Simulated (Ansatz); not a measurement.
The cluster Na6Zr⁺. Charge 1, multiplicity 2. Geometry PBE-D4/def2-SVP, that of the neutral singlet; atoms count from 1.

```xyz
7

Zr    1.6232    0.0590   -0.1368
Na    0.3533   -0.2355    2.9599
Na    0.2792   -2.9176    0.5552
Na   -1.8863   -0.1857    0.1735
Na   -0.0746   -1.3355   -2.6808
Na   -0.0276    2.6210    1.2059
Na   -0.2673    1.9942   -2.0769
```

In the def2 sets Zr takes a core potential; there is no spin–orbit coupling. The charge 1 doublet is spin-contaminated (final ⟨S²⟩ up to 1.90, 0.75 for a pure state). The structure comes from a short search, and lower isomers may exist.

Question: Estimate the Mulliken populations from the PBE0/def2-TZVP orbitals of Ansatz.

Answer: 
```tsv
atom	charge (e)	spin (α − β)	d electrons
Zr1	-0.09	2.01	2.67
Na2	0.18	-0.12	–
Na3	0.17	-0.10	–
Na4	0.26	-0.37	–
Na5	0.16	-0.10	–
Na6	0.14	-0.16	–
Na7	0.17	-0.16	–
```
Mulliken values and Mayer orders depend strongly on the basis.

Question: Where does the spin sit?

Answer: Summed by element: Zr 2.01, Na -1.01, of 1 unpaired in all. Largest on single atoms: Zr1 2.01, Na4 -0.37, Na7 -0.16.

Question: And the Mayer bond orders between bonded heavy atoms (over 0.3)?

Answer: Zr1–Na2 0.51 (3.36 Å); Zr1–Na3 0.51 (3.34 Å); Zr1–Na5 0.47 (3.36 Å); Zr1–Na6 0.45 (3.33 Å); Zr1–Na7 0.51 (3.33 Å).
